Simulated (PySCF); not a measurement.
## A survey of 29Si NMR shifts

Computational details: coordinates at the GFN2-xTB level, shieldings: GIAO PBE0/pcSseg-1, in PySCF 2.14 (averaged over atoms made equivalent by symmetry, fast rotation or ring inversion, single conformer, non-relativistic Hamiltonian, isolated molecule).

Shieldings were converted by a linear fit to measured shifts: 29Si (scatter 8.9 ppm rms, 25.8 ppm with the 6 outliers that the fit left out vs TMS, solution or neat liquid). Occasional misses reach two or three times the rms, and more in compound classes unlike the fitted ones.

Q: Give the 29Si shifts of `C[C@@H]1[SiH2][C@@H](F)[Si@H]1C#N`, `CCO[Si@@H](CC#N)[SiH2]N`, `CC#C[Si](P)(CC)CC`, `C1CP(C2CC2)CC[SiH2]1`, `O=C[C@@H]1C[SiH2][C@H](Cl)C1`, `N#C[C@@H]1[SiH2][SiH2]C[C@@H]1F`.

A: 
```
                                                       compound                                              environment  δ (ppm)
    [CH3:1][C@@H:2]1[SiH2:3][C@@H:4]([F:5])[Si@H:6]1[C:7]#[N:8]    Si3: silicon bonded to 2 C, 2 H, in a 4-membered ring    -24.3
    [CH3:1][C@@H:2]1[SiH2:3][C@@H:4]([F:5])[Si@H:6]1[C:7]#[N:8]      Si6: silicon bonded to 3 C, H, in a 4-membered ring    -34.2
[CH3:1][CH2:2][O:3][Si@@H:4]([CH2:5][C:6]#[N:7])[SiH2:8][NH2:9]                       Si4: silicon bonded to C, O, Si, H    -19.3
[CH3:1][CH2:2][O:3][Si@@H:4]([CH2:5][C:6]#[N:7])[SiH2:8][NH2:9]                        Si8: silicon bonded to N, Si, 2 H    -58.4
                                              CC#C[Si](P)(CC)CC                                 silicon bonded to 3 C, P    -12.6
                                           C1CP(C2CC2)CC[SiH2]1         silicon bonded to 2 C, 2 H, in a 6-membered ring    -44.9
                                   O=C[C@@H]1C[SiH2][C@H](Cl)C1         silicon bonded to 2 C, 2 H, in a 5-membered ring    -21.4
      [N:1]#[C:2][C@@H:3]1[SiH2:4][SiH2:5][CH2:6][C@@H:7]1[F:8]  Si4: silicon bonded to C, Si, 2 H, in a 5-membered ring    -56.0
      [N:1]#[C:2][C@@H:3]1[SiH2:4][SiH2:5][CH2:6][C@@H:7]1[F:8]  Si5: silicon bonded to C, Si, 2 H, in a 5-membered ring    -64.6
```

Q: Order these by 29Si shift, lowest first.
A. ClC(Cl)[C@@H]1COC[Si@H](Cl)O1
B. C=C(C=O)[SiH2]C(=O)O
C. Fc1cccc2c1C=C[SiH2]2

A: B (-58.4 ppm, silicon bonded to 2 C, 2 H), C (-41.9 ppm, silicon bonded to 2 C, 2 H, in a 5-membered ring), A (-20.0 ppm, silicon bonded to C, Cl, O, H, in a 6-membered ring).
